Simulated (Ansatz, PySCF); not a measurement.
Process, species as SMILES: Cl (HCl) → Cl atom + H atom (the Cl-H bond at the site shown breaks; other sites are not compared here)
Structures are relaxed separately at B3LYP-D3(BJ)/def2-TZVP in Ansatz (a first-principles code).

Wanted: bond dissociation energy (electronic energy difference), in kcal/mol. Cores are frozen in the correlated levels unless marked. Open shells are spin-unrestricted. No spin-orbit coupling. No relativistic terms. CBS marks a two-point X^-3 extrapolation of the correlation energy; Hartree-Fock from the larger set (for Q and 5 zeta extrapolated as (X+1)exp(-9√X)).

CCSD(T)/CBS(cc-pV(Q+d)Z,cc-pV(5+d)Z) (Ansatz) gives 107.4 kcal/mol.

### Question
Another calculation gave 120.1 kcal/mol. Which level was it?
(A) SVWN5/def2-TZVPD (Ansatz)
(B) PBE/def2-TZVPD (Ansatz)
(C) BHLYP/def2-TZVPD (Ansatz)
(D) HF/def2-TZVPD (PySCF)

### Answer
A, SVWN5/def2-TZVPD (Ansatz). The others give 101.8 (BHLYP), 106.3 (PBE), 76.6 (HF) kcal/mol.
